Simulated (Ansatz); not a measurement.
Mulliken charges of `BSCN` from PBE/def2-TZVPP in Ansatz (PBE0-D4/def2-TZVP geometry).

```
atom   x (Å)   y (Å)   z (Å)  charge (e)
  B1  -1.133   1.612   0.068      -0.080
  S2  -1.257  -0.027   0.690      -0.098
  C3   0.433  -0.686   0.513      -0.070
  N4   0.766  -0.902  -0.872      -0.319
  H5  -2.140   2.251   0.056       0.025
  H6  -0.085   2.047  -0.298       0.019
  H7   0.448  -1.581   1.149       0.120
  H8   1.123   0.044   0.939       0.116
  H9   0.191  -1.630  -1.277       0.146
 H10   1.736  -1.178  -0.966       0.142
```

Q: By hand: the dipole of these point charges (1 e Å = 4.8032 D).

A: Σ q r = (0.342, -0.285, 0.088) e Å, of length 0.454 e Å = 2.18 D.

Q: How does the dipole of the full density compare? (Estimate.)

A: The calculation gave: (0.380, -0.414, 0.030) e Å, 2.70 D; the point charges give 0.81 times that, at 11° from its direction.

Point charges leave out the atoms' own dipoles, such as those of lone pairs, and Mulliken's split depends on the basis, so the two needn't agree.
